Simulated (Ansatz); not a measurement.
The cluster Pb5Se10, relaxed as a singlet with RKS PBE-D4/def2-SVP in Ansatz, starting from the GFN1-xTB geometry. Force threshold 0.03 eV/Å.

In the def2 sets Pb takes a core potential; there is no spin–orbit coupling. Single mean-field runs in def2-SVP are fitted with def2-universal-jkfit. Another isomer (singlet) lies 1.32 eV lower at PBE0-D4/def2-TZVP; other spin states weren't run for this one.

Start:

```xyz
15

Pb    0.2480   -1.6477   -1.8440
Pb   -3.8564   -0.1602   -1.9351
Pb   -0.9812    1.8105    0.1207
Pb    2.6916   -1.6426    2.3675
Pb    3.4946    0.9375    0.4364
Se    0.7280   -2.3819    4.1060
Se    0.9563   -2.9387    0.6306
Se   -1.8886   -0.8636   -0.1951
Se   -2.3173    1.7013   -3.2807
Se   -3.5470    2.4979   -1.4129
Se    0.0319    1.1855   -2.3824
Se    2.3387    0.1432   -1.8141
Se   -0.5383   -1.8844    2.1452
Se    0.9034    0.4921    1.8242
Se    1.7364    2.7513    1.2337
```

Q: Estimate the energy that the relaxation releases and the steps that it takes.

A: 23.4 kcal/mol, in 8 steps; 41 s on 2 threads of AMD EPYC 7R13 on a shared host and a share (18 GiB) of an NVIDIA H100 80GB HBM3. No frequencies were taken in this run, so the end may be a saddle point.

Q: Does the start keep its bonding and symmetry?

A: Bonds lost: Pb3–Se15, Se13–Se14 (atoms count from 1).

Q: Predict the relaxed structure.

A: 
```xyz
15

Pb    0.163   -1.641   -1.845
Pb   -4.027   -0.098   -2.006
Pb   -0.985    1.764    0.003
Pb    2.804   -1.675    2.437
Pb    3.592    1.076    0.371
Se    0.925   -2.591    4.279
Se    0.941   -3.071    0.725
Se   -2.087   -0.935   -0.184
Se   -2.454    1.757   -3.524
Se   -3.602    2.678   -1.634
Se    0.066    1.228   -2.640
Se    2.426    0.210   -1.925
Se   -0.526   -2.120    2.417
Se    0.905    0.589    1.993
Se    1.860    2.829    1.535
```
Bond lengths (bridged metal pairs left out): 16 × Pb–Se 2.72 to 3.18 Å; 6 × Se–Se 2.40 to 2.72 Å.
